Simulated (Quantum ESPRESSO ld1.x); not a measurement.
The run below uses ld1.x (Quantum ESPRESSO 7.5).

```
 &input
    zed=43.0,
    iswitch=1,
    rel=1,
    lsd=1,
    dft='PZ',
    config='[Kr]',
    verbosity='high',
    prefix='ld1',
    max_out_wfc=37,
    file_charge='ld1.rho',
 /
```

Command: `OMP_NUM_THREADS=1 ld1.x < ld1.in > ld1.out`

It prints:

```
     Program LD1 v.7.5 starts

     --------------------------- All-electron run ----------------------------

     scalar relativistic calculation

     atomic number is 43.00
     dft =PZ   lsd =1 sic =0 latt =0  beta=0.20 tr2=1.0E-14
     Exchange-correlation= PZ
                           (   1   1   0   0   0   0   0)
     mesh =2047 r(mesh) = 100.16310 a.u. xmin = -8.00 dx = 0.00800
     1 Ry =  13.60569312 eV, c = 137.03599908

     n l     nl                  e(Ry)          e(Ha)          e(eV)
     1 0     1S 1( 1.00)   -1539.629044112    -769.814522056 -20947.7202974
     2 0     2S 1( 1.00)    -226.557844684    -113.278922342  -3082.4765094
     2 1     2P 1( 3.00)    -203.743319056    -101.871659528  -2772.0690749
     3 0     3S 1( 1.00)     -45.835835353     -22.917917677   -623.6283099
     3 1     3P 1( 3.00)     -38.347293853     -19.173646927   -521.7415123
     4 0     4S 1( 1.00)     -12.658957155      -6.329478578   -172.2338863
     4 1     4P 1( 3.00)     -10.463233191      -5.231616595   -142.3595399
     3 2     3D 1( 5.00)     -26.209037387     -13.104518694   -356.5921197
     1 0     1S 2( 1.00)   -1539.629044112    -769.814522056 -20947.7202974
     2 0     2S 2( 1.00)    -226.557844684    -113.278922342  -3082.4765094
     2 1     2P 2( 3.00)    -203.743319056    -101.871659528  -2772.0690749
     3 0     3S 2( 1.00)     -45.835835353     -22.917917677   -623.6283099
     3 1     3P 2( 3.00)     -38.347293853     -19.173646927   -521.7415123
     4 0     4S 2( 1.00)     -12.658957155      -6.329478578   -172.2338863
     4 1     4P 2( 3.00)     -10.463233191      -5.231616595   -142.3595399
     3 2     3D 2( 5.00)     -26.209037387     -13.104518694   -356.5921197

     final scf error:  7.0E-15 reached in  24 iterations

     Etot =   -8539.530921 Ry,   -4269.765461 Ha, -116186.237126 eV
     Total magnetization:    0.00 Bohr mag.

     Ekin =    8816.607627 Ry,    4408.303813 Ha,  119956.057754 eV
     Encl =  -20306.611416 Ry,  -10153.305708 Ha, -276285.523292 eV
     Eh   =    3191.280883 Ry,    1595.640441 Ha,   43419.588358 eV
     Exc  =    -240.808014 Ry,    -120.404007 Ha,   -3276.359946 eV

     normalization and overlap integrals

     s(1S/1S) =  1.000000  <r> =   0.0343  <r2> =    0.0016  r(max) =   0.0223
     s(1S/2S) = -0.009481
     s(1S/3S) = -0.003853
     s(1S/4S) = -0.001687
     s(2S/2S) =  1.000000  <r> =   0.1498  <r2> =    0.0264  r(max) =   0.1268
     s(2S/3S) = -0.002330
     s(2S/4S) = -0.000986
     s(2P/2P) =  1.000000  <r> =   0.1304  <r2> =    0.0208  r(max) =   0.1005
     s(2P/3P) = -0.001907
     s(2P/4P) = -0.000760
     s(3S/3S) =  1.000000  <r> =   0.4156  <r2> =    0.1978  r(max) =   0.3734
     s(3S/4S) = -0.000636
     s(3P/3P) =  1.000000  <r> =   0.4161  <r2> =    0.2014  r(max) =   0.3645
     s(3P/4P) = -0.000536
     s(4S/4S) =  1.000000  <r> =   1.0116  <r2> =    1.1521  r(max) =   0.9294
     s(4P/4P) =  1.000000  <r> =   1.0877  <r2> =    1.3397  r(max) =   0.9908
     s(3D/3D) =  1.000000  <r> =   0.3976  <r2> =    0.1896  r(max) =   0.3106
     s(1S/1S) =  1.000000  <r> =   0.0343  <r2> =    0.0016  r(max) =   0.0223
     s(1S/2S) = -0.009481
     s(1S/3S) = -0.003853
     s(1S/4S) = -0.001687
     s(2S/2S) =  1.000000  <r> =   0.1498  <r2> =    0.0264  r(max) =   0.1268
     s(2S/3S) = -0.002330
     s(2S/4S) = -0.000986
     s(2P/2P) =  1.000000  <r> =   0.1304  <r2> =    0.0208  r(max) =   0.1005
     s(2P/3P) = -0.001907
     s(2P/4P) = -0.000760
     s(3S/3S) =  1.000000  <r> =   0.4156  <r2> =    0.1978  r(max) =   0.3734
     s(3S/4S) = -0.000636
     s(3P/3P) =  1.000000  <r> =   0.4161  <r2> =    0.2014  r(max) =   0.3645
     s(3P/4P) = -0.000536
     s(4S/4S) =  1.000000  <r> =   1.0116  <r2> =    1.1521  r(max) =   0.9294
     s(4P/4P) =  1.000000  <r> =   1.0877  <r2> =    1.3397  r(max) =   0.9908
     s(3D/3D) =  1.000000  <r> =   0.3976  <r2> =    0.1896  r(max) =   0.3106

     ------------------------ End of All-electron run ------------------------
```

Run on one thread of a shared host, so times are rough (Intel(R) Xeon(R) Processor @ 2.60GHz): 0.64 s of CPU time, 1.1 s wall, 24 iterations on 2047 mesh points.
